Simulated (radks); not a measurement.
Species: Nd IX. Configuration: [Kr] 4d10 4f2 5s2 5p2 (the NIST ground configuration). Method: scalar-relativistic Kohn-Sham, AM05, spin-polarised, spherical densities, point nucleus; open shells are filled with parallel spins first (spin-orbit coupling, left out, can overturn this in heavy ions); computed with a radial shooting solver on a logarithmic mesh with Libxc functionals.

Normalised radial functions P(r) = r R(r), r in bohr:

```
   r/bohr * 4d up, o 5s up, + 4f up (the largest magnitude, 1.33, reaches the edge; | marks zero, & curves that meet)
 0.001097                             &o
  0.00144                             &o
  0.00189                             &o
 0.002501                             & o
 0.003283                             & o
 0.004309                             &  o
 0.005656                             &  o
 0.007423                             &  o
 0.009744                             &   o
  0.01279                             &  o
  0.01679                             &  o
  0.02221                             +*o
  0.02916                             &*
  0.03827                           o + *
  0.05023                        o    +   *
  0.06593                       o     +     *
  0.08654                         o   |+        *
   0.1136                             o +          *
   0.1491                             |  + o         *
   0.1973                             |     + o    *
    0.259                             |    &    +
   0.3399                     *   o   |              +
   0.4461        *        o           |                   +
   0.5856  *                 o        |                     +
   0.7686     *                       |   o                +
    1.009              *              |                +o
    1.324                      *      |           +        o
    1.752                           * |     +       o
      2.3                             * +  o
    3.019                             *&
    3.963                             &
```

4d up: eigenvalue -236.41 eV, 1 radial node at r = 0.292 bohr, <r> = 0.693 bohr, 90 % of the charge inside 1.04 bohr. 5s up: eigenvalue -144.85 eV, 4 radial nodes at r = 0.0290, 0.115, 0.301, 0.709 bohr, <r> = 1.32 bohr, 90 % of the charge inside 1.85 bohr. 4f up: eigenvalue -117.15 eV, 0 radial nodes, <r> = 0.835 bohr, 90 % of the charge inside 1.35 bohr.
